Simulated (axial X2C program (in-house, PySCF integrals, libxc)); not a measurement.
What spin–orbit coupling does to HfB⁺

Computed with an in-house relativistic program for diatomic molecules. Spin-free means the one-electron spin-free X2C Hamiltonian; two-component (2c) means X2C with spin–orbit coupling and atomic mean-field two-electron Coulomb and Gaunt terms, so the difference of the two also holds small scalar two-electron terms. Basis: Hf dyall-cv3z [13s14p9d7f4g], B dyall-v3z [7s6p2d1f] (cores contracted in-house); Gaussian nuclei, density fitting, unrestricted open shells. Masses: Hf 179.947 u, B 11.009 u.

Spin-free state: M_S = 2, Λ = 0 (beyond evenly filled blocks: 2 × σα, π+α, π-α); fragments Hf+ + B.

| level | Re (Å) | ωe (cm⁻¹) | μ (D) |
| --- | --- | --- | --- |
| PBE0 | 2.108 | 650.1 | -1.75 |
| HF | 2.144 | 554.2 | -2.40 |
| CCSD | 2.136 | 631.3 | n/a |
| CCSD(T) | 2.137 | 636.9 | n/a |

Correlated methods: 6 electrons correlated (number of frozen shells: Hf 5 s, 4 p, 2 d, 1 f; B 1 s), 296 virtual spin orbitals or spinors in MP2, 89 natural virtuals in coupled cluster.

Dipoles are positive if B is the positive end and refer to the centre of mass.

Two-component determinant lowest at the distance of the search:

Ω = 2 (⟨Sz⟩ = 1.99, ⟨Lz⟩ = 0.01 at HF); fragments Hf+ + B.

```csv
level,Re (Å),ωe (cm⁻¹),μ (D)
PBE0,2.106,648.2,-1.72
HF,2.142,550.3,-2.35
CCSD,2.135,629.7,n/a
CCSD(T),2.136,636.0,n/a
```

From the two tables, how do the constants change at the CCSD(T) level (2c against spin-free)?

At the CCSD(T) level Re goes down by 0.001 Å and ωe drops by 0.9 cm⁻¹.

The state is one determinant whose occupation by symmetry is held fixed; it was picked as the lowest of a PBE0 search that is not exhaustive. De is not given where an atomic determinant may have missed its ground term or J level, or where the truncated virtual space spoils (T). Density functionals use the spin component along the axis (collinear). CCSD and (T) use frozen natural virtuals with an MP2 correction for the truncation; (T) itself is uncorrected, so its De runs slightly low. Other states lie close and PBE0, whose exact exchange favours high spin, may order them wrongly; the determinant shown need not be the ground state. The nearest other spin-free determinant of the search, M_S = 1, Λ = 1, lies 0.93 eV up at the distance of the search. Without a current term, density functionals place determinants with orbital angular momentum somewhat too high. The spin of this state cannot come from the lowest atoms; the curve heads to a higher limit, and no De is given. With several unpaired electrons one determinant need not be a pure state. The outer-core s and p shells of the metal are frozen in the correlated rows, which leaves out core–valence correlation; for alkali and alkaline-earth bonds that tends to lengthen them. Open-shell Ω = 0 determinants with evenly filled partner blocks cannot be reached by this program, so the Ω shown need not be the lowest component. The T1 diagnostic is large, a sign of multireference character. With the outer-core shells frozen, correlated bond lengths of heavy atoms tend to come out a few hundredths of an ångström too long.
